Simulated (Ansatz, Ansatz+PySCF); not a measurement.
```csv
atom,x (Å),y (Å),z (Å)
C,0.0000,0.0040,-0.6683
C,0.0000,-0.0040,0.6683
C,0.0000,1.2255,-1.5272
C,0.0000,-1.2255,1.5272
H,0.0000,-0.9611,-1.1939
H,0.0000,0.9611,1.1939
H,0.0000,2.1461,-0.9244
H,0.8831,1.2515,-2.1881
H,-0.8831,1.2515,-2.1881
H,0.0000,-2.1461,0.9244
H,0.8831,-1.2515,2.1881
H,-0.8831,-1.2515,2.1881
```

Basis set: def2-SVP (spherical functions). Left uncorrelated: 4 orbitals. Charge 0, multiplicity 1.

Computed with Ansatz (development build ahead of 0.2.0); each method stands on the lowest determinant of its kind that the runs found. Restricted open shells among the atoms or ions are ROHF, correlated in semicanonical orbitals with singles. Restricted functionals stand beside restricted open-shell atoms, which can lie above the unrestricted atoms usual in DFT and then raise those values.

The atomization energy at this shape (free ground-state atoms in the same class of orbitals less the molecule, no zero-point energy) of singlet C4H8:

```json
{"method": "ωB97X (restricted)", "atomization energy": "4893.7 kJ/mol"}
{"method": "ωB97X (unrestricted)", "atomization energy": "4865.8 kJ/mol"}
{"method": "r²SCAN (restricted)", "atomization energy": "4907.8 kJ/mol"}
{"method": "r²SCAN (unrestricted)", "atomization energy": "4878.1 kJ/mol"}
{"method": "PBE0 (restricted)", "atomization energy": "4918.9 kJ/mol"}
{"method": "PBE0 (unrestricted)", "atomization energy": "4901.9 kJ/mol"}
{"method": "PBE (restricted)", "atomization energy": "4965.4 kJ/mol"}
{"method": "RHF-MP2", "atomization energy": "4692.5 kJ/mol"}
{"method": "UHF-MP2", "atomization energy": "4689.4 kJ/mol"}
{"method": "RHF", "atomization energy": "3784.6 kJ/mol"}
{"method": "UHF", "atomization energy": "3741.9 kJ/mol"}
```

Problem. What does PBE (unrestricted) give?

Solution. 4952.3 kJ/mol.
